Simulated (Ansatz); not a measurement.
Geometry optimisation, Ansatz, UKS PBE0-D4/STO-3G.

The input (input.yaml):

```yaml
crystal:
  periodic: [false, false, false]
  atoms:
    - { symbol: Al, position_ang: [-1.2402, -1.801, 0.7664] }
    - { symbol: C, position_ang: [-0.1216, -1.86, -0.8567] }
    - { symbol: Si, position_ang: [1.3901, -0.8282, -0.617] }
    - { symbol: Al, position_ang: [0.9884, 1.4873, -0.6804] }
    - { symbol: Si, position_ang: [-0.5946, 2.3924, 0.8643] }
    - { symbol: Cl, position_ang: [1.8461, 2.7811, -2.2124] }
    - { symbol: H, position_ang: [-0.6989, -2.2137, 2.1798] }
    - { symbol: H, position_ang: [-2.7217, -1.1325, 0.6244] }
    - { symbol: H, position_ang: [-0.6654, -1.4675, -1.7011] }
    - { symbol: H, position_ang: [-0.94362, -3.27572, 0.43649] }
    - { symbol: H, position_ang: [2.3646, -1.1221, -1.6636] }
    - { symbol: H, position_ang: [2.0602, -1.1601, 0.7046] }
    - { symbol: H, position_ang: [-1.9529, 1.7684, 0.7232] }
    - { symbol: H, position_ang: [-0.1101, 2.1926, 2.2601] }
    - { symbol: H, position_ang: [-0.7406, 3.826, 0.6351] }
magnetization:
  spin_polarized: true
basis:
  gaussian: { orbitals: STO-3G }
hamiltonian:
  xc: pbe0
  dispersion: d4
relax:
  f_tol: 0.02
  max_steps: 50
output:
  orbitals: {}
```

Command:

```bash
$ ansatz run input.yaml --threads 1 --pin off --max-ram 2048MiB --backend cpu --events-out ev --progress --plain --runs-dir out
```

Question: Where does it end, and by what steps?

Answer: The run converged. The force dipped under the threshold on the way, but the program's further checks kept it going. Limits of this set-up: minimal basis. After 35 steps the energy has fallen by 6.320 eV; Cl6 moved furthest, 1.83 Å. Parted: Al1–H10. Joined: C2–H10.

| step | energy less start (eV) | largest force component (eV/Å) | accepted |
| --- | --- | --- | --- |
| 0 | 0.0000 | 2.871 | yes |
| 2 | -2.0206 | 1.637 | yes |
| 4 | -2.8817 | 1.447 | yes |
| 6 | -4.7058 | 3.202 | yes |
| 8 | -5.9250 | 0.856 | yes |
| 10 | -6.1123 | 0.198 | yes |
| 12 | -6.1274 | 0.137 | yes |
| 14 | -6.1390 | 0.048 | yes |
| 16 | -6.1557 | 0.334 | yes |
| 18 | -6.2105 | 0.470 | yes |
| 20 | -6.2287 | 0.315 | no |
| 22 | -6.2825 | 0.202 | yes |
| 24 | -6.3010 | 0.168 | yes |
| 26 | -6.3092 | 0.126 | yes |
| 28 | -6.3153 | 0.096 | yes |
| 30 | -6.3185 | 0.055 | yes |
| 32 | -6.3199 | 0.054 | yes |
| 34 | -6.3204 | 0.018 | yes |
| 35 | -6.3204 | 0.019 | yes |

```xyz
15
Properties=species:S:1:pos:R:3
Al -1.207 -1.083 1.142
C -0.417 -1.607 -0.531
Si 1.323 -0.970 -0.818
Al 1.247 1.257 -0.321
Si -0.723 2.015 0.589
Cl 2.775 2.638 -0.641
H -0.266 -0.789 2.273
H -2.669 -1.302 1.386
H -1.051 -1.294 -1.367
H -0.400 -2.703 -0.577
H 1.786 -1.227 -2.166
H 2.243 -1.652 0.067
H -1.579 0.825 0.776
H -0.668 2.612 1.904
H -1.535 2.867 -0.252
```

Whether the end is a true minimum wasn't checked by a vibrational analysis.

Time of the run: 120 s on 1 thread of AMD EPYC 9R45 96-Core Processor (Zen 5), with other jobs on the host, peak memory 0.3 GiB.
